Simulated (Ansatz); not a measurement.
Species: Al₂H₄, charge 0, multiplicity 1. SMILES: [AlH2][AlH2]
Structure (B3LYP-D3(BJ)/def2-TZVP (Ansatz, a first-principles code) minimum search):
```
Al
H 1 1.5905
H 1 1.5905 2 116.05
Al 1 2.5886 2 121.97 3 180.00
H 4 1.5905 1 121.97 2 -90.00
H 4 1.5905 5 116.05 1 180.00
```
Charge 0, spin multiplicity 1.

Wanted: atomisation energy (electronic, to ground-state atoms); the coupled-cluster value holds the core correlation from cc-pwCVTZ, in kcal/mol. Valence correlation only, unless marked. Open shells are spin-unrestricted. No spin-orbit coupling. No relativistic terms. CBS(X,Y): correlation extrapolated as X^-3; Hartree-Fock from the larger set.

Level to compare with: CCSD(T)/CBS(cc-pV(T+d)Z,cc-pV(Q+d)Z) plus the core term (Ansatz), 314.2 kcal/mol. It is a level with limits of its own, and the differences hold the functionals' basis error too.

Rank these functionals by how close they come to CCSD(T)/CBS(cc-pV(T+d)Z,cc-pV(Q+d)Z), closest first: wB97X-V/def2-TZVPD (Ansatz); wB97X/def2-TZVPD (Ansatz); revPBE/def2-TZVPD (Ansatz).

wB97X/def2-TZVPD (range-separated hybrid, 317.2 kcal/mol, difference 3.0), wB97X-V/def2-TZVPD (range-separated hybrid with VV10, 318.4 kcal/mol, difference 4.2), revPBE/def2-TZVPD (GGA, 297.3 kcal/mol, difference -16.9)
